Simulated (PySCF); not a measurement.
Polarisability and C₆ of Sb (antimony, neutral)

[Kr] 4d10 5s1 5p3 6s1, high-spin 6S determinant (an excited configuration). Computed with PySCF 2.14 in dyall-av2z (22s16p12d, 130 functions), with no relativity, point nucleus. Coupled (time-dependent) response in atomic units; α is the mean over directions. A double-zeta set is small for polarisabilities.

```csv
method,mean α (bohr³),C₆ (like pair),S(−4)
B3LYP,490.8,7830,301400
```

S(−4) is the Cauchy moment in α(ω) = α(0) + S(−4) ω² + …

α(iu) at B3LYP:

```json
{"u (hartree)": "0", "α(iu) (bohr³)": "490.8"}
{"u (hartree)": "0.0500", "α(iu) (bohr³)": "202.5"}
{"u (hartree)": "0.100", "α(iu) (bohr³)": "85.68"}
{"u (hartree)": "0.200", "α(iu) (bohr³)": "36.98"}
{"u (hartree)": "0.300", "α(iu) (bohr³)": "23.53"}
{"u (hartree)": "0.500", "α(iu) (bohr³)": "12.57"}
{"u (hartree)": "0.750", "α(iu) (bohr³)": "7.017"}
{"u (hartree)": "1.00", "α(iu) (bohr³)": "4.451"}
{"u (hartree)": "1.50", "α(iu) (bohr³)": "2.254"}
{"u (hartree)": "2.00", "α(iu) (bohr³)": "1.368"}
{"u (hartree)": "3.00", "α(iu) (bohr³)": "0.6709"}
{"u (hartree)": "5.00", "α(iu) (bohr³)": "0.2731"}
```

A non-relativistic calculation at this Z misses sizeable relativistic shifts. The outer electron is Rydberg-like, and this basis confines it to a smaller radius and binds it less than a complete one would.
